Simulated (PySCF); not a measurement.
**Spinor energies of Lu³⁺ (lutetium, charge +3)**

Start: [Xe] 4f14. Calculated with PySCF 2.14 in x2c-QZVPPall-2c (16s16p12d6f2g, 184 functions): generalised Hartree-Fock with the X2C-1e Hamiltonian and a Gaussian nucleus; one run each with spin-orbit coupling (SO) switched off, then screened by Boettger's factors.

| spinor shell | electrons | ε, spin-free (eV) | ε, screened SO (eV) | weight of nominal j (screened SO) | rms radius, screened SO (bohr) |
| --- | --- | --- | --- | --- | --- |
| 1s1/2 | 2 | -63676.4 | -63659.8 | 1.000 | 0.0219 |
| 2s1/2 | 2 | -10996.3 | -10991.2 | 1.000 | 0.0884 |
| 2p1/2 | 2 | -9676.9 | -10472.3 | 1.000 | 0.0754 |
| 2p3/2 | 4 | -9676.9 | -9349.2 | 1.000 | 0.0825 |
| 3s1/2 | 2 | -2570.5 | -2569.0 | 1.000 | 0.227 |
| 3p1/2 | 2 | -2167.3 | -2339.5 | 1.000 | 0.218 |
| 3p3/2 | 4 | -2167.3 | -2095.4 | 1.000 | 0.232 |
| 3d3/2 | 4 | -1679.3 | -1710.4 | 1.000 | 0.206 |
| 3d5/2 | 6 | -1679.3 | -1657.4 | 1.000 | 0.210 |
| 4s1/2 | 2 | -562.16 | -561.76 | 1.000 | 0.509 |
| 4p1/2 | 2 | -427.40 | -466.98 | 1.000 | 0.519 |
| 4p3/2 | 4 | -427.40 | -410.88 | 1.000 | 0.552 |
| 4d3/2 | 4 | -248.28 | -254.53 | 1.000 | 0.585 |
| 4d5/2 | 6 | -248.28 | -243.89 | 1.000 | 0.597 |
| 5s1/2 | 2 | -99.646 | -99.585 | 1.000 | 1.26 |
| 5p1/2 | 2 | -64.844 | -70.168 | 1.000 | 1.40 |
| 4f5/2 | 6 | -48.844 | -49.744 | 1.000 | 0.782 |
| 4f7/2 | 8 | -48.844 | -47.964 | 1.000 | 0.798 |

Task: Where does 5p3/2 lie, and what is the 5p spin-orbit splitting (screened SO)?

Result: At -62.652 eV, 7.516 eV above 5p1/2.

| quantity | spin-free | screened SO |
| --- | --- | --- |
| E (hartree) | -14551.17097 | -14565.66334 |
| M_J | 0 | 0 |
| ⟨J²⟩ | 0.000 | 0.000 |
| ⟨L²⟩ | 0.000 | 0.108 |
| ⟨S²⟩ | 0.000 | 0.108 |

Breit and QED terms are absent; they matter most for the inner s and p1/2 levels.

Densities and radii are taken from the X2C orbitals without a picture-change correction, which distorts them close to the nucleus.

Without spin-orbit coupling the j labels of p, d and f shells carry no meaning; the spin-free column gives the mean over the occupied spinors of each nl shell.
